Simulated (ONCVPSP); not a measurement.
## Cutoff test, copper, ONCV

```
Element                 : Cu
Generator               : ONCVPSP 4.0.1
Type                    : optimised norm-conserving Vanderbilt (ONCV)
Functional              : PBE
Relativity              : scalar-relativistic
Frozen core             : [Ne]
Valence charge          : 19
Reference configuration : 3s2 3p6 3d10 4s1
Partial waves           : 3s+4s: rc 1.40 bohr, ncon 3, nbas 6, qcut 9.7 1/bohr, 2 projectors; 3p: rc 1.15 bohr, ncon 4, nbas 7, qcut 14.5 1/bohr, 2 projectors, debl 3.1 Ha; 3d: rc 1.00 bohr, ncon 3, nbas 8, qcut 12.7 1/bohr, 2 projectors, debl 2.9 Ha; f scattering state at 0.22 Ha: rc 1.05 bohr, ncon 3, nbas 7, qcut 10.7 1/bohr, 2 projectors, debl 1.4 Ha
Local potential         : polynomial inside 0.65 bohr (lpopt 5, dvloc0 -1 Ha)
Core correction         : none
```

For each optimised wave give the share of its norm inside rc, the residual kinetic energy above qcut (Ha) and the cutoffs (Ha) for errors of 10, 1, 0.1 and 0.01 mHa per electron.

```csv
wave,norm inside rc,residual KE,10 mHa,1 mHa,0.1 mHa,0.01 mHa
3s,0.981,2.2e-07,12.6,17.1,32.3,38.6
4s,0.057,1.1e-07,8.7,12.9,29.1,36.7
3p,0.896,3.5e-08,37.8,49.2,59.5,68.4
p projector 2,0.052,2.9e-09,28.4,39.7,50.1,58.8
3d,0.597,2.1e-04,62.5,73.2,135.5,not reached
d projector 2,0.058,1.8e-04,59.5,72.5,85.6,223.0
f projector 1,0.000,1.3e-09,0.4,0.8,1.8,5.9
f projector 2,0.004,1.9e-06,6.9,19.7,36.3,49.4
```

The occupied waves need 73 Ha and 135 Ha for 1 and 0.1 mHa. Rows with under 1 % of the norm inside rc give no meaningful cutoff. 1 of 4 tests not solved or not reliable.
